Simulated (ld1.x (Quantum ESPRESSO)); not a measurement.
Logarithmic derivatives: Cr (Z = 24), PAW

chromium, PAW, made with ld1.x (Quantum ESPRESSO) 7.5 (PBE, scalar-relativistic). Core [Ar], reference 3d4 4s2 4p0. Waves: 4s (bound): rcut 2.50, rcutus 3.20 bohr; 4s channel at -0.1 Ry: rcut 2.50, rcutus 3.20 bohr; 4p (bound, empty): rcut 3.00, rcutus 3.70 bohr; 4p channel at 1.8 Ry: rcut 3.00, rcutus 3.70 bohr; 3d (bound): rcut 1.35, rcutus 1.45 bohr; 3d channel at 2.35 Ry: rcut 1.35, rcutus 1.45 bohr. Local part: all-electron potential smoothed inside 2.15 bohr (lloc = -1). Core correction: Bessel-smoothed model core inside 1.25 bohr. Augmentation charge: PSQ, inside the norm-conserving radii.

The phase is arctan(r·u′/u) with u = r·R(r), unwrapped; energies in Ry, scanned from -2 to 5 Ry. A pole is an energy at which the radial function vanishes at the test radius. The pseudo phase is shifted by a multiple of π to meet the all-electron one at the reference energy, and phase errors are pseudo minus all-electron; the curves can meet again beyond the range given. Levels narrower than the energy grid can be missing from the lists of poles.

```json
{"channel": "s", "radius (bohr)": "4.02", "reference energy (Ry)": "-0.36", "poles, all-electron": "-0.00, 2.98", "poles, pseudo": "-0.00, 1.62, 3.29", "unbroken range about the reference energy with phases within 0.05 rad": "below 1.0", "phase error 1 Ry above the reference energy (rad)": "-0.002"}
{"channel": "p", "radius (bohr)": "4.02", "reference energy (Ry)": "-0.10", "poles, all-electron": "0.53, 3.60", "poles, pseudo": "0.53, 3.35", "unbroken range about the reference energy with phases within 0.05 rad": "below 3.7", "phase error 1 Ry above the reference energy (rad)": "-0.002"}
{"channel": "d", "radius (bohr)": "4.02", "reference energy (Ry)": "-0.44", "poles, all-electron": "-0.42, 1.51, 4.64", "poles, pseudo": "-0.42, 1.51, 4.65", "unbroken range about the reference energy with phases within 0.05 rad": "the whole range", "phase error 1 Ry above the reference energy (rad)": "+0.001"}
```

Phases in the p channel:

| E (Ry) | all-electron | pseudo |
| --- | --- | --- |
| -2.00 | 1.382 | 1.382 |
| -1.52 | 1.348 | 1.348 |
| -1.04 | 1.286 | 1.285 |
| -0.56 | 1.111 | 1.110 |
| -0.08 | -0.482 | -0.482 |
| 0.40 | -1.508 | -1.510 |
| 0.88 | -1.690 | -1.691 |
| 1.36 | -1.893 | -1.894 |
| 1.84 | -3.031 | -3.031 |
| 2.32 | -4.405 | -4.412 |
| 2.80 | -4.599 | -4.611 |
| 3.28 | -4.677 | -4.700 |
| 3.76 | -4.729 | -4.789 |
| 4.24 | -4.776 | -5.221 |
| 4.72 | -4.839 | -7.694 |
